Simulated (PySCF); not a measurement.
SMILES C(#C)[SiH2][SiH2]C#C, GFN2-xTB optimised geometry. Atoms within 1.6 Å of the plane z = 1.5 Å (x, y, z in Å): C1 (2.12, -2.87, 0.73), C2 (1.76, -1.76, 0.44), Si3 (1.16, -0.06, 0.00), Si4 (-1.16, -0.06, 0.00), C5 (-1.76, 1.69, 0.00), C6 (-2.12, 2.84, 0.00), H7 (2.44, -3.84, 0.99), H8 (1.75, 0.85, 0.99), H11 (-1.76, -0.70, 1.19), H12 (-2.44, 3.84, 0.00).

Calculation: CAM-B3LYP/def2-TZVP (PySCF).

Map of the electron localisation function on the plane z = 1.5 Å:

```
|                             |
|                             |
|                             |
|                             |
|                             |
|        ..                   |
|       ..::..                |
|       .:---:                |
|      .:=++=-                |
|      .-=++=:    #@%=        |
|       :----.   *@@@@+       |
|        ....    %@@@@%       |
|               .%@@@@%.      |
|         .-:.  .*@@@@=       |
|       :#@@@+...:+#+:        |
|      .%@@@@%.   ..          |
|      :@@@@@%.  .:::.        |
|       %@@@@%   :=++=-.      |
|       -@@@@-  .=**#*+-.     |
|        :*#-   :+####+-.     |
|               -+###*+:.     |
|               :=+***+:      |
|               .:=*%@%=      |
|                .-#@@@*      |
|                 :#@@@*      |
|                  =%@%:      |
|                   .:        |
|                             |
|                             |
```
Scale: ten equal steps from 0.000 (start of ' ') to 1.000 (end of '@'), in the order ' .:-=+*#%@'; x runs from -6.00 to 6.00, y from -6.00 (bottom) to 6.00 (top).
